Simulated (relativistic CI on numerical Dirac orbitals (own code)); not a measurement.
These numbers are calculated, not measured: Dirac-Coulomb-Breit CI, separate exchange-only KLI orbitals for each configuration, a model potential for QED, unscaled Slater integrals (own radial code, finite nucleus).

The strongest absorption lines from the ground level of an ion, among the configurations computed and to levels below about 1200 eV (vacuum wavelength in Å, gf): 14.197 (0.15), 16.333 (0.55), 40.954 (2.5), 58.083 (1.4), 75.488 (0.011).

(1) Which ion is it?
A. Ir39+
B. Ta37+
C. Ir43+
D. Ir41+

Results:

(1) D. Ir41+ has 36 electrons and the ground level 4s²4p⁶ ¹S0; the strongest line goes to 4s²4p⁵4d ¹P°1. The pattern of lines fixes the number of electrons, and along that sequence the line energies rise steadily with the charge (about as its square where n changes within one kind of shell, about linearly where n is kept but much faster in heavy ions where fine structure, which grows about as Z⁴, sets the gap, and irregularly where shells cross), which fixes Z. Configurations outside the model, such as inner-shell arrays, can give stronger lines. At this charge energies of transitions that change n are usually good to better than 1 %, and those within a shell (Δn = 0) to a few per cent.

LS names give the leading component of a level, which can be under half, so a name can repeat, a term be missing and a line seem to break the LS rules.
